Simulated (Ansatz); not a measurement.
A nudged elastic band was laid between two geometries of CH4BClS (8 atoms, charge 0, multiplicity 1).

Level of theory: RKS PBE/cc-pVDZ in Ansatz.

```
movable images  : 9
climbing image  : yes
spring          : 5.0 eV/Å²
optimiser       : quadratic models (default)
start path      : IDPP
force threshold : 0.03 eV/Å
iteration limit : 46
end points      : relaxed
```

Image 0:

```xyz
8
Properties=species:S:1:pos:R:3
S -0.315 1.679 -0.984
B -0.428 0.279 0.134
C 0.524 -0.958 -0.114
Cl 1.598 -0.993 1.368
H -1.258 2.474 -0.392
H -1.210 0.286 1.058
H -0.014 -1.927 -0.135
H 1.195 -0.897 -0.991
```

Image 10:

```xyz
8
Properties=species:S:1:pos:R:3
S -1.746 0.505 -0.751
B -0.160 0.499 0.091
C 0.819 -0.716 -0.162
Cl 0.947 -1.527 1.473
H -2.234 1.674 -0.233
H 0.147 1.399 0.838
H 0.473 -1.489 -0.873
H 1.845 -0.402 -0.438
```

Task: Which bonds break or form, and what moves?

Result: No bond is made or broken. The dihedral S1–B2–C3–H7 goes from -129 to 1°. The two ends are copies of one structure, up to a mirror image or an exchange of like atoms.

Task: What energy profile does the band end with?

Result: The forces met the threshold. The highest image is number 5 of 0 to 10, 3.5 kJ/mol above the ends, which have the same energy within 2 meV. A vibrational analysis at the climbing image gives one clearly imaginary mode, 70i cm⁻¹: a first-order saddle point.

```csv
image,path coordinate (Å),energy (kJ/mol),dihedral S1–B2–C3–H7 (°)
0,0.00,0.0,-129
1,0.35,0.3,-116
2,0.70,0.8,-102
3,1.05,1.8,-88
4,1.40,3.0,-73
5,1.75,3.5,-59
6,2.09,3.0,-45
7,2.44,1.8,-32
8,2.79,0.8,-20
9,3.13,0.3,-9
10,3.48,0.0,1
```

Task: What is the geometry of the highest image?

Result: 
```xyz
8
Properties=species:S:1:pos:R:3
S -0.988 1.159 -1.289
B -0.301 0.397 0.194
C 0.671 -0.831 0.000
Cl 1.293 -1.518 1.562
H -1.725 2.122 -0.659
H -0.595 0.834 1.282
H 0.176 -1.665 -0.541
H 1.562 -0.555 -0.604
```

Time of the run: 3 min on 1 thread of Arm Neoverse V1, with other jobs on the host, peak memory 0.14 GiB.
